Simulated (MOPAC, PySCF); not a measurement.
C₂H₃B, SMILES `B1C=C1`, neutral singlet in the gas phase. 

Z-matrix (Å, degrees):
```
C
C 1 1.3462
H 2 1.0799 1 138.85
H 1 1.0799 2 138.85 3 0.00
B 2 1.4673 3 158.46 1 180.00
H 5 1.1775 2 152.69 3 0.00
```
Charge 0, spin multiplicity 1.

All levels are single points at this geometry (B3LYP-D3(BJ)/def2-TZVP); Pople sets use spherical d functions. Orbital energies aren't observables, and empty levels follow the basis.

| level | HOMO (eV) | LUMO (eV) | gap (eV) | dipole (D) | vertical IE, Delta-SCF (eV) |
|---|---|---|---|---|---|
| B3LYP-D3(BJ)/def2-TZVP in PySCF | -7.81 | -0.51 | 7.31 | 1.15 | – |
| B3LYP/6-31G* in PySCF | -7.55 | 0.04 | 7.59 | 1.20 | 10.55 |
| BP86/6-31G* in PySCF | -6.54 | -1.05 | 5.49 | 1.23 | – |
| M06-2X/6-31G* in PySCF | -8.98 | 1.23 | 10.20 | 1.17 | – |
| PBE/6-31G* in PySCF | -6.43 | -0.97 | 5.46 | 1.24 | 10.40 |
| SVWN5/6-31G* in PySCF | -6.50 | -1.20 | 5.30 | 1.29 | 10.55 |
| HF/3-21G in PySCF | -11.35 | 4.54 | 15.89 | 1.19 | – |
| HF/6-31G* in PySCF | -11.07 | 4.64 | 15.71 | 1.15 | 9.84 |
| HF/STO-3G in PySCF | -9.84 | 8.59 | 18.43 | 1.04 | – |
| AM1 in MOPAC | -10.64 | 1.10 | 11.74 | 0.19 | – |
| PM3 in MOPAC | -11.74 | 0.37 | 12.11 | 1.82 | – |
| PM6 in MOPAC | -10.57 | 0.66 | 11.23 | 0.67 | – |
| PM7 in MOPAC | -10.88 | -0.39 | 10.49 | 1.68 | – |
